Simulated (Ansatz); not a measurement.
**Ligand exchange through a proton shuttle**

Start structure (Si₂NH₇ClOF₃, closed shell), relaxed at PBE0-D4/def2-TZVP:

Si1  (-0.218, -0.263, 1.163)
O2  (0.140, -0.349, -0.457)
Si3  (0.711, -1.640, -1.373)
F4  (0.953, 0.061, 2.208)
F5  (-1.741, -0.063, 1.607)
Cl6  (-0.187, -2.349, 1.520)
H7  (-0.829, 2.041, 0.143)
N8  (-0.245, 1.744, 0.924)
H9  (-0.465, 0.810, -1.439)
F10  (-0.849, 1.596, -1.810)
H11  (1.950, -2.186, -0.782)
H12  (-0.329, -2.673, -1.555)
H13  (1.014, -1.003, -2.679)
H14  (0.690, 2.101, 0.756)
H15  (-0.594, 2.172, 1.775)
(Å)

The step: Si₂H₃ClOF₂ ([F][Si]([F])([Cl])[O][SiH3]) + NH₃ + HF → SiNH₂ClF₂ ([NH2][Si]([F])([F])[Cl]) + SiH₄O ([OH][SiH3]) + HF; bonds formed: O2–H9, H7–F10; dative contacts that become bonds: Si1–N8; bonds broken: Si1–O2, H7–N8, H9–F10. Ansatz 0.2.0; basis: def2-TZVPP and def2-QZVPP; cores frozen in the correlated methods. Extrapolation: Hartree–Fock as exp(−7.88 √X), correlation as X^−2.97. Energies below are by CCSD(T) at an estimated basis limit (MP2 extrapolated from triple and quadruple zeta, plus CCSD(T) − MP2 in triple zeta).

Q: What are the electronic barrier and the energy of the step, from the start structure to the end structure? (To be estimated.)

A: The calculation gives: Barrier 97.1 kJ/mol; step energy 62.3 kJ/mol (uphill); reverse barrier, their difference, 34.7 kJ/mol. Barrier and step energy count from the start structure, the reverse barrier from the end structure.

The saddle point: One imaginary mode of 464i cm⁻¹.
```tsv
pair	start (Å)	saddle (Å)	end (Å)
Si1–N8	2.02	1.81	1.71
O2–H9	1.63	1.04	0.97
H7–F10	2.00	1.15	0.96
Si1–O2	1.66	1.94	3.22
H7–N8	1.02	1.27	1.70
H9–F10	0.95	1.39	1.91
```

Zero-point energy (harmonic, PBE0-D4): ZPE is 241.3 kJ/mol at the start and 229.0 kJ/mol at the saddle, so the barrier goes from 97.1 to 84.8 kJ/mol.

No T1 diagnostic of these runs exceeds 0.012.

Labels in which every atom is bracketed show which atoms are joined, not bond orders.

For scale, one of the runs: CCSD(T)/def2-TZVPP, 379 basis functions, launched by `ansatz run in.yaml --threads 4 --pin off --events-out ev --progress --plain --max-ram 66560MiB --backend cuda --devices 0, --max-vram 37GiB`. Time: 21 s of wall clock on 4 CPU threads of an AMD EPYC 7R13 and a share of one NVIDIA H100; the host was shared. Peak host memory: 0.9 GiB.
